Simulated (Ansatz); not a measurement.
Mg9S9 (started as a model of: Mg9S9 zinc blende bond rod), relaxed as a singlet with RKS PBE-D4/def2-SVP in Ansatz, starting from the GFN1-xTB geometry. Force threshold 0.03 eV/Å.

Start:

```xyz
18

Mg    1.502    0.786    2.679
Mg    1.662   -2.498    1.006
Mg   -1.090   -0.982    1.835
Mg    3.059    0.469   -0.646
Mg    0.459    2.307    0.004
Mg    0.626   -1.323   -1.842
Mg   -2.490   -1.674   -1.009
Mg   -1.084    1.306   -2.669
Mg   -2.643    1.607    0.646
S     1.030   -1.487    3.034
S     2.687    2.028    1.074
S     2.871   -1.859   -0.906
S    -0.676    1.418    1.967
S    -0.491   -2.472   -0.002
S    -3.363   -0.616    0.899
S     1.169    1.050   -1.966
S    -1.701    2.911   -1.068
S    -1.526   -0.973   -3.034
```

Q: Estimate the energy that the relaxation releases and the steps that it takes.

A: 0.73 eV, in 4 steps; 13 s on 2 threads of AMD EPYC 7R13 on a shared host and a share (18 GiB) of an NVIDIA H100 80GB HBM3. No frequencies were taken in this run, so the end may be a saddle point.

Q: Does the start keep its bonding and symmetry?

A: By distances, no bond broke or formed. The bond that changes most is Mg5–S13, from 2.44 to 2.55 Å (atoms count from 1). Point group D3h at the start, D3h at the end, both within 0.05 Å.

Q: Predict the relaxed structure.

A: 
```
atom   x (Å)   y (Å)   z (Å)
 Mg1   1.523   0.741   2.615
 Mg2   1.672  -2.428   1.008
 Mg3  -1.093  -0.985   1.841
 Mg4   3.026   0.443  -0.593
 Mg5   0.462   2.312   0.002
 Mg6   0.632  -1.326  -1.844
 Mg7  -2.475  -1.599  -1.011
 Mg8  -1.122   1.273  -2.613
 Mg9  -2.624   1.570   0.595
 S10   1.053  -1.543   3.139
 S11   2.774   2.106   1.104
 S12   2.962  -1.920  -0.939
 S13  -0.726   1.524   2.119
 S14  -0.530  -2.657  -0.002
 S15  -3.473  -0.638   0.936
 S16   1.257   1.132  -2.116
 S17  -1.752   3.011  -1.100
 S18  -1.564  -1.015  -3.142
```
Bond lengths (bridged metal pairs left out): 30 × Mg–S 2.39 to 2.57 Å.
